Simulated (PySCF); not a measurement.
## Computed properties of BH3OS, SMILES OBS

B(H)(OH)(SH) (BH₃OS), SMILES SBO. Geometry optimised at TPSSh-D3(BJ)/def2-TZVP. Other conformers were not sampled. All values are computed for the isolated molecule unless a solvent is named; none is compared with measurement here.

**Structure.** The optimised structure has Cs symmetry. All 12 harmonic modes at TPSSh-D3(BJ)/def2-TZVP (PySCF) are real, so it is a minimum. With heavy atoms numbered as in [BH:1]([OH:3])[SH:5], the shortest bond between them is B1–O3 at 1.358 Å and the longest B1–S5 at 1.815 Å.

**Vibrations.** The strongest infrared lines (harmonic, unscaled, degenerate partners summed) lie at 1338 cm⁻¹ (308 km/mol, B 64 %, O 25 %, H 10 %), 1024 cm⁻¹ (116 km/mol, H 81 %, O 15 %), 586 cm⁻¹ (114 km/mol, H 66 %, B 17 %, O 15 %). The softest mode is at 351 cm⁻¹ and the zero-point energy is 23.4 kcal/mol.

**Electronic structure.** ωB97X/def2-TZVPD (PySCF) places the frontier levels at -10.34 and 1.14 eV, a gap of 11.48 eV, and gives a dipole moment of 1.94 D and a mean polarisability of 41.1 bohr³.

**Excitations.** TDA-CAM-B3LYP/def2-SVPD (PySCF) has S1 at 6.34 eV (195 nm, f = 0.016, weak); the most intense of the 10 singlets computed lies at 6.99 eV (f = 0.17). T1 (TDA) is at 5.75 eV, 0.59 eV under S1. No vertical singlet excitation falls in the visible range (under 3.1 eV).

**NMR.** GIAO shifts at B3LYP/pcSseg-2 (PySCF) (non-relativistic, atoms alike by connectivity averaged): ¹H from 1.7 to 5.5 ppm against TMS; ¹¹B at 36.2 ppm against BF3.
